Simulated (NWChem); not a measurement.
System: CH₄SSe; SMILES S[Se]C

Parts of the log:

```
             Northwest Computational Chemistry Package (NWChem) 7.3.0
             --------------------------------------------------------

 C1  symmetry detected

                             Geometry "geometry" -> ""
                             -------------------------

 Output coordinates in angstroms (scale by  1.889725989 to convert to a.u.)

  No.       Tag          Charge          X              Y              Z
 ---- ---------------- ---------- -------------- -------------- --------------
    1 Se                  34.0000    -0.46198614    -0.45711486     0.00827589
    2 C                    6.0000     1.27016487    -1.34513588     0.01168609
    3 H                    1.0000     1.06139817    -2.42381316     0.07555652
    4 H                    1.0000     1.85439439    -1.03229071     0.88616581
    5 H                    1.0000     1.81805280    -1.13261287    -0.91528045
    6 S                   16.0000     0.19125484     1.64725035     0.05522351
    7 H                    1.0000     0.29261661     1.84543173    -1.28151497

 Effective nuclear repulsion energy (a.u.)     254.2030432795

                                 NWChem DFT Module
                                 -----------------

 Summary of "ao basis" -> "ao basis" (spherical)
 ------------------------------------------------------------------------------
       Tag                 Description            Shells   Functions and Types
 ---------------- ------------------------------  ------  ---------------------
 Se                         def2-svp                12       32   5s4p3d
 C                          def2-svp                 6       14   3s2p1d
 H                          def2-svp                 3        5   2s1p
 S                          def2-svp                 8       18   4s3p1d

            General Information
            -------------------
          SCF calculation type: DFT
          Wavefunction type:  closed shell.
          No. of atoms     :     7
          No. of electrons :    60
           Alpha electrons :    30
            Beta electrons :    30
          Charge           :     0
          Spin multiplicity:     1
          Use of symmetry is: off; symmetry adaption is: off
          Maximum number of iterations: 150
          AO basis - number of functions:    84
                     number of shells:    38
          Convergence on energy requested:  1.00D-06
          Convergence on density requested:  1.00D-05
          Convergence on gradient requested:  5.00D-04

              XC Information
              --------------
                      HCTH407 Method XC Functional
                      HCTH407  Exchange Functional  1.000
                   HCTH407  Correlation Functional  1.000

             Grid Information
             ----------------
          Grid used for XC integration:  medium
          Radial quadrature: Mura-Knowles
          Angular quadrature: Lebedev.
          Tag              B.-S. Rad. Rad. Pts. Rad. Cut. Ang. Pts.
          ---              ---------- --------- --------- ---------
          Se                  1.15      112           8.0       590
          C                   0.70       49          10.0       434
          H                   0.35       45          11.0       434
          S                   1.00       88          11.0       590
          Grid pruning is: on
          Number of quadrature shells:   429
          Spatial weights used:  Erf1

      Superposition of Atomic Density Guess
      -------------------------------------

 Sum of atomic energies:       -2836.48103025

      Non-variational initial energy
      ------------------------------

 Total energy =   -2837.507024
 1-e energy   =   -4451.803959
 2-e energy   =    1360.093892
 HOMO         =      -0.242940
 LUMO         =      -0.000398

     ---------------------------------------------
      Total Density - Mulliken Population Analysis
     ---------------------------------------------

    Atom       Charge   Shell Charges
 -----------   ------   -------------------------------------------------------
    1 Se  34    34.01   2.00  2.00  2.00  1.33  0.55  6.00  5.98  1.79  2.27  8.20  1.75  0.13
    2 C    6     6.28   1.99  0.95  0.26  1.95  1.11  0.02
    3 H    1     0.88   0.66  0.19  0.02
    4 H    1     0.89   0.67  0.19  0.03
    5 H    1     0.89   0.67  0.19  0.03
    6 S   16    16.23   2.00  1.99  1.20  0.64  5.94  1.71  2.70  0.04
    7 H    1     0.82   0.59  0.20  0.03

   convergence    iter        energy       DeltaE   RMS-Dens  Diis-err
 ---------------- ----- ----------------- --------- --------- ---------
 d= 0,ls=0.0,diis     1  -2841.1441584801 -3.10D+03  1.06D-02  3.28D-01
 d= 0,ls=0.0,diis     2  -2841.1647064198 -2.05D-02  5.42D-03  1.33D-01
 d= 0,ls=0.0,diis     3  -2841.1792691059 -1.46D-02  2.09D-03  3.21D-02
 d= 0,ls=0.0,diis     4  -2841.1825117017 -3.24D-03  9.37D-04  5.00D-03
 d= 0,ls=0.0,diis     5  -2841.1833012701 -7.90D-04  1.84D-04  1.58D-04
  Resetting Diis
 d= 0,ls=0.0,diis     6  -2841.1833291727 -2.79D-05  4.15D-05  9.03D-06
 d= 0,ls=0.0,diis     7  -2841.1833304973 -1.32D-06  3.27D-05  1.18D-06
 d= 0,ls=0.0,diis     8  -2841.1833301181  3.79D-07  2.17D-05  3.77D-06
 d= 0,ls=0.0,diis     9  -2841.1833306598 -5.42D-07  2.10D-06  1.50D-08

         Total DFT energy =    -2841.183330659799
      One electron energy =    -4455.855263624600
           Coulomb energy =     1481.738731972623
    Exchange-Corr. energy =     -121.269842287299
 Nuclear repulsion energy =      254.203043279476

 Numeric. integr. density =       59.999993675052

                       DFT Final Molecular Orbital Analysis
                       ------------------------------------

 Vector   28  Occ=2.000000D+00  E=-2.983353D-01
              MO Center= -8.2D-02,  3.2D-01,  6.3D-02, r^2= 3.6D+00
   Bfn.  Coefficient  Atom+Function         Bfn.  Coefficient  Atom+Function
  ----- ------------  ---------------      ----- ------------  ---------------
    73      0.333502  6 S  py                12     -0.294030  1 Se px
    70      0.285826  6 S  py                15     -0.261011  1 Se px
     4      0.215613  1 Se s                 13     -0.190834  1 Se py
     9      0.184408  1 Se px                36      0.176092  2 C  px
     5      0.171631  1 Se s                 16     -0.160811  1 Se py

 Vector   29  Occ=2.000000D+00  E=-2.254819D-01
              MO Center=  2.0D-01,  1.3D+00,  3.2D-02, r^2= 2.4D+00
   Bfn.  Coefficient  Atom+Function         Bfn.  Coefficient  Atom+Function
  ----- ------------  ---------------      ----- ------------  ---------------
    72      0.601299  6 S  px                69      0.430486  6 S  px
    66      0.241080  6 S  px                35     -0.193785  2 C  s
    73     -0.158874  6 S  py                36      0.134914  2 C  px
     5      0.127488  1 Se s                 12     -0.124033  1 Se px
    70     -0.108206  6 S  py                37     -0.106693  2 C  py

 Vector   30  Occ=2.000000D+00  E=-2.005811D-01
              MO Center= -2.9D-01, -3.2D-01, -2.0D-02, r^2= 2.4D+00
   Bfn.  Coefficient  Atom+Function         Bfn.  Coefficient  Atom+Function
  ----- ------------  ---------------      ----- ------------  ---------------
    17      0.606225  1 Se pz                14      0.512755  1 Se pz
    11     -0.319626  1 Se pz                80      0.143387  7 H  s
    65     -0.135221  6 S  s                 81      0.114973  7 H  s
    57      0.113181  5 H  s                 52     -0.108607  4 H  s
     8      0.103485  1 Se pz                38     -0.091263  2 C  pz

 Vector   31  Occ=0.000000D+00  E=-6.777737D-02
              MO Center= -1.6D-01,  3.6D-01,  7.3D-03, r^2= 3.5D+00
   Bfn.  Coefficient  Atom+Function         Bfn.  Coefficient  Atom+Function
  ----- ------------  ---------------      ----- ------------  ---------------
    16      0.750521  1 Se py                73      0.682288  6 S  py
    13      0.409894  1 Se py                65     -0.382318  6 S  s
    70      0.305120  6 S  py                 4      0.294479  1 Se s
    10     -0.246443  1 Se py                72      0.234994  6 S  px
    35      0.225924  2 C  s                 64     -0.203371  6 S  s

 Vector   32  Occ=0.000000D+00  E=-4.899246D-03
              MO Center=  4.2D-01,  6.8D-02, -3.7D-01, r^2= 5.3D+00
   Bfn.  Coefficient  Atom+Function         Bfn.  Coefficient  Atom+Function
  ----- ------------  ---------------      ----- ------------  ---------------
    35      1.562108  2 C  s                 15     -0.767616  1 Se px
    81     -0.763790  7 H  s                  5     -0.634897  1 Se s
    65      0.553314  6 S  s                 74     -0.525108  6 S  pz
    58     -0.493679  5 H  s                 53     -0.489552  4 H  s
    48     -0.396089  3 H  s                 39     -0.321048  2 C  px

 Vector   33  Occ=0.000000D+00  E= 9.088133D-04
              MO Center=  1.8D-01,  8.0D-01, -5.3D-01, r^2= 4.6D+00
   Bfn.  Coefficient  Atom+Function         Bfn.  Coefficient  Atom+Function
  ----- ------------  ---------------      ----- ------------  ---------------
    81      0.998056  7 H  s                 74      0.690852  6 S  pz
    35      0.666870  2 C  s                 15     -0.561956  1 Se px
    65     -0.517485  6 S  s                 39     -0.410640  2 C  px
     4     -0.302674  1 Se s                  5     -0.280313  1 Se s
    16      0.268527  1 Se py                80      0.254976  7 H  s

     ---------------------------------------------
      Total Density - Mulliken Population Analysis
     ---------------------------------------------

[...]
```

Level: HCTH/407/def2-SVP. Coordinates come from a PBE0/def2-SVP optimisation.

**Question.** Which NWChem input produces such a log?

**Answer.** This is not unique; one that fits is the input that was run:
```
start job
memory heap 200 mb stack 900 mb global 1100 mb
geometry units angstroms noautoz
  Se    -0.468172    -0.464427     0.019515
  C      1.265153    -1.350086     0.007997
  H      1.058393    -2.429081     0.073018
  H      1.856229    -1.036911     0.877745
  H      1.805002    -1.136321    -0.923390
  S      0.182576     1.640802     0.062161
  H      0.272517     1.839835    -1.275268
end
basis spherical
  Se library def2-svp
  C library def2-svp
  H library def2-svp
  S library def2-svp
end
dft
  xc hcth407
  iterations 150
  mulliken
end
task dft energy
```
